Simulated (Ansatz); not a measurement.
Cost and result up the ladder for mer-TiF3(H2O)3 (TiO₃F₃H₆) (13 atoms). Charge 0, multiplicity 2. Geometry: PBE-D4/def2-SVP.

```xyz
13

F    -1.8658   -0.5609    0.3118
F     1.4556    0.7171   -0.4675
F     0.7742   -1.7752    0.7715
O    -0.7666    1.8783   -0.5416
O     0.0868    0.1001    2.3496
O     0.2201   -0.9144   -1.9252
Ti   -0.1105   -0.2406    0.1814
H    -1.2419    1.8229   -1.3919
H     0.1911    1.9696   -0.7774
H     0.4824   -0.8074    2.4175
H    -0.8070    0.0143    2.7366
H     0.5315   -1.8344   -1.8063
H     1.0501   -0.3694   -1.8586
```

Ansatz on 4 threads of Arm Neoverse V2 on a shared host. Times are rough, and most runs start from the orbitals of an earlier one. r2SCAN0-D4/def2-TZVP serves as the yardstick here, not as an exact answer. Differences are given only for rows in sets of like size (and for xTB, whose basis is part of the method), since another set adds its own error. Binding counts from free atoms at the same level (F doublet, O triplet, Ti triplet, H doublet; other spins of the atoms weren't run), without zero-point energy or a counterpoise term.

LC-ωPBE has ω = 0.4 bohr⁻¹. Correlated methods freeze 11 core orbitals; core or outer-core shells of Ti are correlated, in sets that lack core-valence functions. No other spin state of charge 0 was run.

Correlated methods converge slowly with the basis.

```csv
level,functions,binding energy per atom (eV),difference from r2SCAN0-D4/def2-TZVP (eV)
PBE0-D4/def2-TZVP,267,3.84,0.05
PBE-D4/def2-SVP,145,4.06,–
r2SCAN0-D4/def2-TZVP,267,3.79,0.00
MP2/def2-TZVP,267,3.88,0.10
PBE0-D4/def2-SVP,145,3.87,–
LC-ωPBE/def2-TZVP,267,3.88,0.09
```

**Question.** Estimate how long each takes.

**Answer.** PBE-D4/def2-SVP 3.6 s; PBE0-D4/def2-SVP 7 s; MP2/def2-TZVP 15 s; LC-ωPBE/def2-TZVP 18 s; PBE0-D4/def2-TZVP 26 s; r2SCAN0-D4/def2-TZVP 42 s. On shared hardware such times vary by a factor of up to 3.
